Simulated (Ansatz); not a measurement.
Computed with Ansatz on PBE0-D4/def2-TZVP structures; ΔE is electronic, products minus reactants. CCSD(T)/CBS adds triple-zeta CCSD(T) − MP2 to the extrapolated MP2 energy (def2 sets, frozen cores). DFT in def2-TZVPP. def2 core potentials past Kr. For Ga, In outer-core shells are correlated without core-valence functions, which leaves a few kJ/mol of doubt a bond. Scalar relativity is left out up to krypton. Each species was taken in one conformer, which may not be the lowest.

Reaction (formal exchange of groups at a Ga–C bond): `CO[CH2][GaH2]` + `C=[CH][InH2]` → `C=[C]([GaH2])[InH2]` + dimethyl ether

**Question.** Is it downhill or uphill in electronic energy at CCSD(T)/CBS, and by how much? (An estimate is asked.)

**Answer.** Ansatz gave: Downhill: ΔE = -7.7 kcal/mol.

**Question.** What do these levels give: LDA (SPW92), BLYP-D4, r2SCAN-D4, BHLYP-D4, PBE-QIDH, PBE, revPBE, r2SCANh, HF/def2-SVP, CCSD/def2-SVP, CCSD(T)/def2-SVP, CCSD/CBS(def2)? (Best estimate.)

**Answer.** The calculation gave: LDA (SPW92) -7.0, BLYP-D4 -6.6, r2SCAN-D4 -7.2, BHLYP-D4 -7.6, PBE-QIDH -7.7, PBE -6.5, revPBE -6.3, r2SCANh -7.1, HF/def2-SVP -6.6, CCSD/def2-SVP -6.9, CCSD(T)/def2-SVP -7.3, CCSD/CBS(def2) -7.3 kcal/mol.

Largest T1 diagnostic among the species: 0.014.

Leaving LDA and LC-ωPBE aside and taking each functional with its dispersion term where it has one, the values, not all of them listed here, spread over 1.5 kcal/mol, from PBE-QIDH to CAM-B3LYP-D4. In def2-TZVPP, CCSD(T) changes the Hartree–Fock value by −0.7 kcal/mol (the triples alone add −0.5 kcal/mol) and MP2 by −1.8 kcal/mol.
